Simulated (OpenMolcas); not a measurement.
Ti2+ with 6 ligands (chloride) in octahedral coordination (Oh) at 2.62 Å. A charge of +0.667 e stands 2.8 Å behind each ligand. Ligand basis ANO-RCC-VDZP.

- Program: OpenMolcas
- Method: CASSCF
- Basis: ANO-RCC-VDZP [5s4p2d1f]
- Scalar Hamiltonian: DKH2, point nucleus
- Active space: 2 electrons in 5 orbitals (3d)
- State averaging: 2S+1 = 3 even, 10 roots; 2S+1 = 1 even, 15 roots
- Spin-orbit coupling: state interaction with AMFI integrals over the reference wave functions

What is the spin-free ground state (labels of O, the rotations of Oh)?

3T1, 3-fold in its orbital part, 97 % from free-ion F terms; it has the highest spin that d2 allows.

Where is the first state of the same spin?

3T2 at 5170 cm-1 above the ground state.

What are the lowest two levels with spin-orbit coupling?

A 2-fold level E, then a 3-fold level T2 5.1 cm-1 above it. Their leading multiplicities are 3 (100 %) and 3 (100 %).

What is χT at 300 K, and how does it compare with the textbook value?

The lowest level has 2S+1 = 3, for which the spin-only value is χT = S(S+1) / 2 = 1.000 cm3 K/mol (g = 2). The computed 1.121 at 300 K differs by +0.121, through orbital momentum, spin-orbit coupling and any other state in reach. With a threefold ground state the orbital momentum is unquenched, so the spin-only value is not expected to hold.

Which ligand-field parameters describe the states?

A least-squares ligand-field fit to the states below 45000 cm-1, each weighted by its degeneracy and with a free common offset, gives 10Dq = 6089 cm-1, B = 832 cm-1 and C = 3006 cm-1 (C/B = 3.61), with an rms deviation of 75 cm-1. The same method and metal basis give the free ion B = 884 cm-1 (fit to its terms below 60000 cm-1, rms deviation 77 cm-1), so the nephelauxetic ratio is β = 832 / 884 = 0.94; it hangs on how both fits weigh the states, and computed free-ion B values tend to be too large, so β mixes covalency with correlation.

An orbital triplet at a regular site is open to Jahn-Teller coupling, which can distort the site and quench the lowest spin-orbit gaps and is left out. Without dynamic correlation the repulsion within the d shell is too large (B by tens of per cent), so at a given field states of lower spin stand too high. Ligand-to-metal charge-transfer states are missing. With no ligand orbital active B as a rule stays too high, so bands that hang on it stand too high and its fall with covalency is understated. With metal d orbitals alone and no dynamic correlation the field as a rule comes out too small, by tens of per cent, by up to half for chloride and softer ligands. No measured value stands beside these numbers; the geometry was imposed, not optimised, and the real ion may take another.
